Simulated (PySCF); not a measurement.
Computed IR spectrum (relative IR intensity) of a molecule C₃H₉ClSi. Coordinates come from a PBE-D3(BJ)/def2-SVP optimisation. One conformer was computed; it need not be the lowest. Method: PBE-D3(BJ)/def2-SVP run with PySCF 2.14.0. Frequencies are harmonic and unscaled.

```json
[
 {"ν (cm⁻¹)": "273", "relative intensity": "3.9"},
 {"ν (cm⁻¹)": "333", "relative intensity": "2.9"},
 {"ν (cm⁻¹)": "399", "relative intensity": "2.0"},
 {"ν (cm⁻¹)": "509", "relative intensity": "5.2"},
 {"ν (cm⁻¹)": "565", "relative intensity": "13"},
 {"ν (cm⁻¹)": "641", "relative intensity": "20"},
 {"ν (cm⁻¹)": "730", "relative intensity": "20"},
 {"ν (cm⁻¹)": "802", "relative intensity": "28"},
 {"ν (cm⁻¹)": "879", "relative intensity": "100"},
 {"ν (cm⁻¹)": "890", "relative intensity": "70"},
 {"ν (cm⁻¹)": "910", "relative intensity": "28"},
 {"ν (cm⁻¹)": "919", "relative intensity": "28"},
 {"ν (cm⁻¹)": "985", "relative intensity": "4.7"},
 {"ν (cm⁻¹)": "997", "relative intensity": "15"},
 {"ν (cm⁻¹)": "1119", "relative intensity": "11"},
 {"ν (cm⁻¹)": "1128", "relative intensity": "3.3"},
 {"ν (cm⁻¹)": "1181", "relative intensity": "21"},
 {"ν (cm⁻¹)": "1224", "relative intensity": "19"},
 {"ν (cm⁻¹)": "1309", "relative intensity": "4.1"},
 {"ν (cm⁻¹)": "1348", "relative intensity": "12"},
 {"ν (cm⁻¹)": "1378", "relative intensity": "3.1"},
 {"ν (cm⁻¹)": "1403", "relative intensity": "4.5"},
 {"ν (cm⁻¹)": "1420", "relative intensity": "4.1"},
 {"ν (cm⁻¹)": "2157", "relative intensity": "51"},
 {"ν (cm⁻¹)": "2167", "relative intensity": "75"},
 {"ν (cm⁻¹)": "2174", "relative intensity": "83"},
 {"ν (cm⁻¹)": "2971", "relative intensity": "7.7"},
 {"ν (cm⁻¹)": "2983", "relative intensity": "2.0"},
 {"ν (cm⁻¹)": "3013", "relative intensity": "4.1"},
 {"ν (cm⁻¹)": "3044", "relative intensity": "2.1"},
 {"ν (cm⁻¹)": "3061", "relative intensity": "10"},
 {"ν (cm⁻¹)": "3087", "relative intensity": "6.7"}
]
```

### Question
Which structure fits?
A) CC(C)[SiH2]Cl
B) C[Si](C)(C)Cl
C) C[C@H](Cl)C[SiH3]
D) C[SiH2]CCCl

### Answer
C, C[C@H](Cl)C[SiH3]
